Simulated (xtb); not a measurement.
FeO3, SMILES [O]=[Fe](=[O])=[O], multiplicity 1. All values are semi-empirical tight-binding results from xtb (GFN2-xTB unless named), good for trends rather than for accurate numbers. Coordinates come from a GFN2-xTB optimisation. The spin state was assumed, not searched.

Optimised geometry:

Bond lengths (Å): Fe1–O2 1.459, Fe1–O3 1.459, Fe1–O4 1.459. Bond angles (°): O2–Fe1–O3 120.0, O2–Fe1–O4 120.0, O3–Fe1–O4 120.0.
Charge 0, spin multiplicity 1.

For metal compounds this method's bond lengths and energies can be far off.

The point group as xtb finds it is D3h and the orbital gap is 1.35 eV. The zero-point energy is 6.0 kcal/mol and the G − E(el) at 298.15 K (modified RRHO) is -10.1 kcal/mol.

Computed atomic charges and the Wiberg bond orders between heavy atoms:
charges (e) Fe1 1.55, O2 -0.52, O3 -0.52, O4 -0.52. Bond orders Fe1–O2 1.93, Fe1–O3 1.93, Fe1–O4 1.93.
